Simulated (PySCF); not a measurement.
## Computed properties of Ag₂, SMILES [Ag][Ag], multiplicity 1

Ag2, SMILES [Ag][Ag], multiplicity 1. The structure is a stationary point at PBE0-D3(BJ)/def2-TZVPD. The multiplicity is an assumed one; other spin states were not compared. The def2 effective core potentials stand for the cores of Ag; spin–orbit coupling is left out. One conformer was computed; it need not be the lowest. All values are computed for the isolated molecule unless a solvent is named; none is compared with measurement here.

**Structure.** The optimised structure has D∞h symmetry. All 1 harmonic modes at PBE0-D3(BJ)/def2-TZVPD (PySCF) are real, so it is a minimum.

**Vibrations.** No mode carries more than 0.5 km/mol of infrared intensity. The softest mode is at 181 cm⁻¹ and the zero-point energy is 0.3 kcal/mol.

**Electronic structure.** ωB97X/def2-TZVPD (PySCF) places the frontier levels at -7.41 and -0.69 eV, a gap of 6.72 eV, and gives a dipole moment of 0.00 D and a mean polarisability of 96.2 bohr³.

**Excitations.** TDDFT-CAM-B3LYP/def2-TZVPD (PySCF) has S1 at 3.03 eV (409 nm, f = 0.395, bright); the most intense of the 10 singlets computed lies at 4.72 eV (f = 0.66). Strengths of degenerate partners are summed. T1 (TDA) is at 1.63 eV.
